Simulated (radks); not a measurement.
These are the eigenvalues of the occupied orbitals of an atom or ion with whole-number occupations (eV). Calculated with a radial shooting solver on a logarithmic mesh with Libxc functionals: non-relativistic Kohn-Sham, LDA (Slater exchange, Perdew-Wang correlation), spin-unpolarised, spherical densities, point nucleus.

1s: -38266.66
2s: -5954.019
2p: -5634.029
3s: -1283.231
3p: -1144.534
3d: -885.3146
4s: -260.0251
4p: -208.3047
4d: -117.4253
5s: -40.7306
5p: -26.6968
4f: -12.5575
5d: -7.6502

Which element is it, and in what charge state? The configuration may be excited.

Answer. Z = 58, cerium, charge +1: Ce+ in [Xe] 4f1 5d2. The list shows which subshells hold electrons but not how many an open one holds; the 1s level, -1406.3 hartree, gives Z - s = 53.0 by -(Z - s)^2/2, which with screening narrows Z to a few neighbours, and the depths of the outer levels then fix element, charge and occupations together.
